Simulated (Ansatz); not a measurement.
Reaction (substitution at a C–S bond): `SC[SiH2]I` + H–F → `FC[SiH2]I` + H₂S

Computed with Ansatz on PBE0-D4/def2-TZVP structures; ΔE is electronic, products minus reactants. CCSD(T)/CBS adds triple-zeta CCSD(T) − MP2 to the extrapolated MP2 energy (def2 sets, frozen cores). This one scheme is used for every species. Functionals use def2-TZVPP. B3LYP here is the variant with VWN-RPA as its local correlation; programs differ in this. def2 core potentials past Kr. For I outer-core shells are correlated without core-valence functions, which leaves a few kJ/mol of doubt a bond. Each species was taken in one conformer, which may not be the lowest.

| level | ΔE (kJ/mol) | difference from CCSD(T)/CBS |
| --- | --- | --- |
| PBE-D4 | 58.8 | -11.0 |
| r2SCAN-D4 | 54.5 | -15.3 |
| PBE0-D4 | 62.6 | -7.2 |
| B3LYP-D4 | 52.7 | -17.1 |
| ωB97X-V | 51.8 | -18.0 |
| ωB97M-V | 56.2 | -13.6 |
| B2PLYP | 53.0 | -16.8 |
| PBE | 51.5 | -18.3 |
| r2SCAN | 52.8 | -17.0 |
| PBE0 | 56.1 | -13.7 |
| B3LYP | 40.6 | -29.2 |
| HF/def2-TZVPP | 34.6 | -35.2 |
| MP2/def2-TZVPP | 78.0 | 8.2 |
| SCS-MP2/def2-TZVPP | 65.2 | -4.6 |
| CCSD/def2-TZVPP | 58.1 | -11.7 |
| CCSD(T)/def2-TZVPP | 62.4 | -7.4 |
| HF/def2-QZVPP | 34.7 | -35.1 |
| MP2/def2-QZVPP | 82.3 | 12.5 |
| SCS-MP2/def2-QZVPP | 69.4 | -0.4 |
| HF/CBS(def2) | 34.7 | -35.1 |
| MP2/CBS(def2) | 85.4 | 15.6 |
| CCSD/CBS(def2) | 65.5 | -4.3 |
| CCSD(T)/CBS | 69.8 | 0 |

Largest T1 diagnostic among the species: 0.010.

The D4 term adds +12.2 kJ/mol with B3LYP and +6.4 kJ/mol with PBE0; it sums over pairs of atoms, weighted by their polarisabilities, and B3LYP, whose exchange is more repulsive, gets the larger term. In def2-TZVPP, CCSD(T) changes the Hartree–Fock value by +27.8 kJ/mol (the triples alone add +4.3 kJ/mol) and MP2 by +43.4 kJ/mol.

CCSD(T)/CBS has its own doubt, a few kJ/mol and more with outer-core shells, so smaller differences from it don't rank the levels.
